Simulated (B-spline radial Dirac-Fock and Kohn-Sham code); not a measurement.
**Zn⁺ 3p3/2: cross section and angular parameters**

System: Zn⁺, configuration [Ar] 3d10 4s1; threshold 100.2 eV (orbital energy of the model). The computed values come from a radial B-spline solver: Dirac-Hartree-Slater photoionisation with a Latter tail; cross sections with all multipoles, angular parameters from the dipole term and its interference with E2.

For linearly polarised light dσ/dΩ = σ/(4π) [1 + β P₂(cos θ) + (δ + γ cos²θ) sin θ cos φ], with θ from the polarisation vector and φ the angle between the beam and the projection of the electron momentum on the plane normal to the polarisation.

```
hν (eV)  σ (kb)       β       γ      δ
    127     336  -0.600  -0.142  0.079
    152     433   0.135   0.056  0.056
    200     509   0.915   0.177  0.021
    300     427   1.384   0.082  0.002
    366     347   1.495   0.022  0.000
    372     340   1.502   0.018  0.000
    415     296   1.543  -0.004  0.000
    607     165   1.617  -0.016  0.002
    758     110   1.627   0.024  0.004
    950    69.7   1.618   0.094  0.006
   1200    41.8   1.591   0.193  0.010
 1253.6    37.9   1.585   0.215  0.010
   1380       ?       ?       ?      ?
 1486.9    25.3   1.553   0.304  0.014
   1730    17.5   1.520   0.390  0.018
   2370    7.77   1.432   0.584  0.029
   3930    1.90   1.251   0.911  0.060
   4080    1.70   1.236   0.935  0.063
   4680    1.14   1.179   1.023  0.075
   6810   0.360   1.011   1.256  0.120
 8047.8   0.212   0.933   1.351  0.146
   8090   0.208   0.930   1.354  0.147
  10100   0.101   0.824   1.468  0.187
  12800  0.0458   0.711   1.576  0.238
  13300  0.0402   0.693   1.593  0.247
  15000  0.0267   0.636   1.640  0.278
```

Problem. Give the values at 1380 eV.

Solution. σ = 30.3 kb, β = 1.568, γ = 0.264, δ = 0.012.
